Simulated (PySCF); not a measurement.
Y, doublet (core potentials on Y); M062X/def2-SVP run with PySCF.

Here is a job for PySCF.
```python
from pyscf import gto, scf, dft

mol = gto.Mole()
mol.atom = '''
    Y     0.00000000    0.00000000    0.00000000
'''
mol.basis = 'def2-svp'
mol.ecp = {'Y': 'def2-svp'}
mol.spin = 1
mol.verbose = 4
mol.build()

mf = dft.UKS(mol)
mf.xc = 'm062x'
mf.kernel()
```

**Question.** What does PySCF print? Leave out banner, timings and long lists.

**Answer.** 
```
PySCF version 2.14.0

[INPUT] verbose = 4
[INPUT] num. atoms = 1
[INPUT] num. electrons = 11
[INPUT] charge = 0
[INPUT] spin (= nelec alpha-beta = 2S) = 1
[INPUT] symmetry False subgroup None
[INPUT] Mole.unit = angstrom
[INPUT] Symbol           X                Y                Z      unit          X                Y                Z       unit  Magmom
[INPUT]  1 Y      0.000000000000   0.000000000000   0.000000000000 AA    0.000000000000   0.000000000000   0.000000000000 Bohr   0.0

nuclear repulsion = 0
number of shells = 11
number of NR pGTOs = 57
number of NR cGTOs = 31
basis = def2-svp
ecp = {'Y': 'def2-svp'}

******** <class 'pyscf.dft.uks.UKS'> ********
method = UKS
initial guess = minao
damping factor = 0
level_shift factor = 0
DIIS = <class 'pyscf.scf.diis.CDIIS'>
diis_start_cycle = 1
diis_space = 8
diis_damp = 0
SCF conv_tol = 1e-09
SCF conv_tol_grad = None
SCF max_cycles = 50
direct_scf = True
direct_scf_tol = 1e-13
number electrons alpha = 6  beta = 5
XC library pyscf.dft.libxc version 7.1.2
    S. Lehtola, C. Steigemann, M. J. T. Oliveira, and M. A. L. Marques,  SoftwareX 7, 1–5 (2018)
XC functionals = m062x
    Y. Zhao and D. G. Truhlar,  Theor. Chem. Acc. 120, 215 (2008)
    Y. Zhao and D. G. Truhlar,  Theor. Chem. Acc. 120, 215 (2008)
radial grids:
    Treutler-Ahlrichs [JCP 102, 346 (1995); DOI:10.1063/1.469408] (M4) radial grids

becke partition: Becke, JCP 88, 2547 (1988); DOI:10.1063/1.454033
pruning grids: <function nwchem_prune>
grids dens level: 3
symmetrized grids: False
atomic radii adjust function: <function treutler_atomic_radii_adjust>
small_rho_cutoff = 0
Set gradient conv threshold to 3.16228e-05
tot grids = 21880
init E= -32.777706475676

cycle= 1 E= -38.0396691000181  delta_E= -5.26  |g|= 0.36  |ddm|= 2.83
cycle= 2 E= -38.1296747583788  delta_E= -0.09  |g|= 0.124  |ddm|= 2.24
cycle= 3 E= -38.1385859194853  delta_E= -0.00891  |g|= 0.00597  |ddm|= 0.362
cycle= 4 E= -38.13883856423  delta_E= -0.000253  |g|= 0.00388  |ddm|= 0.0427
cycle= 5 E= -38.1390621752598  delta_E= -0.000224  |g|= 0.00241  |ddm|= 0.0517
cycle= 6 E= -38.1391932176501  delta_E= -0.000131  |g|= 0.0011  |ddm|= 0.058
cycle= 7 E= -38.1392158107227  delta_E= -2.26e-05  |g|= 0.00052  |ddm|= 0.0256
cycle= 8 E= -38.1392202190994  delta_E= -4.41e-06  |g|= 0.000448  |ddm|= 0.00777
cycle= 9 E= -38.139226488956  delta_E= -6.27e-06  |g|= 0.000381  |ddm|= 0.0113
cycle= 10 E= -38.1392323122246  delta_E= -5.82e-06  |g|= 0.000182  |ddm|= 0.0149
cycle= 11 E= -38.1392341104976  delta_E= -1.8e-06  |g|= 9.64e-05  |ddm|= 0.0108
cycle= 12 E= -38.1392343371069  delta_E= -2.27e-07  |g|= 5.92e-05  |ddm|= 0.00323
cycle= 13 E= -38.1392343866318  delta_E= -4.95e-08  |g|= 5.74e-05  |ddm|= 0.000591
cycle= 14 E= -38.1392344304434  delta_E= -4.38e-08  |g|= 5.68e-05  |ddm|= 0.00046
cycle= 15 E= -38.1392345592458  delta_E= -1.29e-07  |g|= 5.56e-05  |ddm|= 0.00137
cycle= 16 E= -38.13923512632  delta_E= -5.67e-07  |g|= 5.05e-05  |ddm|= 0.00644
cycle= 17 E= -38.1392365713492  delta_E= -1.45e-06  |g|= 4.19e-05  |ddm|= 0.0214
cycle= 18 E= -38.1392366868094  delta_E= -1.15e-07  |g|= 3.62e-05  |ddm|= 0.00227
cycle= 19 E= -38.1392374070042  delta_E= -7.2e-07  |g|= 3.67e-05  |ddm|= 0.0211
cycle= 20 E= -38.1392374441596  delta_E= -3.72e-08  |g|= 2.28e-05  |ddm|= 0.00158
cycle= 21 E= -38.139237491215  delta_E= -4.71e-08  |g|= 2.13e-05  |ddm|= 0.00238
cycle= 22 E= -38.1392375197163  delta_E= -2.85e-08  |g|= 2.08e-05  |ddm|= 0.00111
cycle= 23 E= -38.139237533489  delta_E= -1.38e-08  |g|= 2.09e-05  |ddm|= 0.000437
cycle= 24 E= -38.1392375747878  delta_E= -4.13e-08  |g|= 2.05e-05  |ddm|= 0.00129
cycle= 25 E= -38.139237653006  delta_E= -7.82e-08  |g|= 2.02e-05  |ddm|= 0.00245
cycle= 26 E= -38.139237756022  delta_E= -1.03e-07  |g|= 2.03e-05  |ddm|= 0.00324
cycle= 27 E= -38.1392378311828  delta_E= -7.52e-08  |g|= 1.93e-05  |ddm|= 0.00246
cycle= 28 E= -38.1392382045594  delta_E= -3.73e-07  |g|= 1.91e-05  |ddm|= 0.013
cycle= 29 E= -38.1392382092432  delta_E= -4.68e-09  |g|= 1.84e-05  |ddm|= 0.00158
cycle= 30 E= -38.1392384161902  delta_E= -2.07e-07  |g|= 1.81e-05  |ddm|= 0.00904
cycle= 31 E= -38.1392385865265  delta_E= -1.7e-07  |g|= 1.88e-05  |ddm|= 0.00898
cycle= 32 E= -38.1392385770193  delta_E= 9.51e-09  |g|= 1.82e-05  |ddm|= 0.000647
cycle= 33 E= -38.1392387700894  delta_E= -1.93e-07  |g|= 2.88e-05  |ddm|= 0.00885
cycle= 34 E= -38.1392388819245  delta_E= -1.12e-07  |g|= 4.57e-05  |ddm|= 0.00707
cycle= 35 E= -38.1392392999451  delta_E= -4.18e-07  |g|= 0.00016  |ddm|= 0.031
cycle= 36 E= -38.1392391955772  delta_E= 1.04e-07  |g|= 8.61e-05  |ddm|= 0.0113
cycle= 37 E= -38.1392390806843  delta_E= 1.15e-07  |g|= 5.34e-05  |ddm|= 0.00865
cycle= 38 E= -38.1392390772229  delta_E= 3.46e-09  |g|= 4.09e-05  |ddm|= 0.00114
cycle= 39 E= -38.1392390615271  delta_E= 1.57e-08  |g|= 3.15e-05  |ddm|= 0.00167
cycle= 40 E= -38.1392391057332  delta_E= -4.42e-08  |g|= 2.84e-05  |ddm|= 0.00269
cycle= 41 E= -38.1392390538555  delta_E= 5.19e-08  |g|= 1.24e-05  |ddm|= 0.00354
cycle= 42 E= -38.1392391184881  delta_E= -6.46e-08  |g|= 1.36e-05  |ddm|= 0.00408
cycle= 43 E= -38.1392391881361  delta_E= -6.96e-08  |g|= 1.17e-05  |ddm|= 0.00489
cycle= 44 E= -38.1392392480492  delta_E= -5.99e-08  |g|= 9.16e-06  |ddm|= 0.00458
cycle= 45 E= -38.1392392700615  delta_E= -2.2e-08  |g|= 8.36e-06  |ddm|= 0.00225
cycle= 46 E= -38.1392392950812  delta_E= -2.5e-08  |g|= 8.1e-06  |ddm|= 0.00245
cycle= 47 E= -38.1392393046906  delta_E= -9.61e-09  |g|= 8e-06  |ddm|= 0.000869
cycle= 48 E= -38.1392393183314  delta_E= -1.36e-08  |g|= 7.86e-06  |ddm|= 0.0011
cycle= 49 E= -38.1392393570388  delta_E= -3.87e-08  |g|= 7.46e-06  |ddm|= 0.00317
cycle= 50 E= -38.139239455048  delta_E= -9.8e-08  |g|= 9.46e-06  |ddm|= 0.00892
SCF not converged.
SCF energy = -38.139239455048 after 50 cycles  <S^2> = 0.81464287  2S+1 = 2.0636307
```

Convergence was not reached.
